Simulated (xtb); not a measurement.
xtb input (GFN2-xTB):

```bash
xtb mol.xyz --gfn 2 --ohess tight --chrg 1 --uhf 0
```
mol.xyz:
```
10

N      0.21757165     1.44876251    -0.19770325
B      0.10707058     0.10116448     0.06318699
N      0.93063170    -0.81502895     0.69563103
O     -1.10024940    -0.60500427    -0.51216336
H     -0.52046477     2.04901792    -0.38930213
H      1.11586724     1.92028915    -0.05480738
H      0.93421688    -1.85676915     0.58206844
H      1.73432473    -0.53459600     1.27444849
H     -1.64292996    -0.21676976    -1.21776159
H     -1.61625778    -1.27000399    -0.05332587
```

End of the output:

```
optimized geometry written to: xtbopt.xyz

           -------------------------------------------------
          | TOTAL ENERGY              -13.837703184995 Eh   |
          | TOTAL ENTHALPY            -13.750855626592 Eh   |
          | TOTAL FREE ENERGY         -13.785400264020 Eh   |
          | GRADIENT NORM               0.000198918316 Eh/α |
          | HOMO-LUMO GAP               6.592704663995 eV   |
           -------------------------------------------------

------------------------------------------------------------------------
------------------------------------------------------------------------
 total:
 SCF:
 ANC optimizer:
 analytical hessian:
```

It need not be the lowest isomer of its formula.
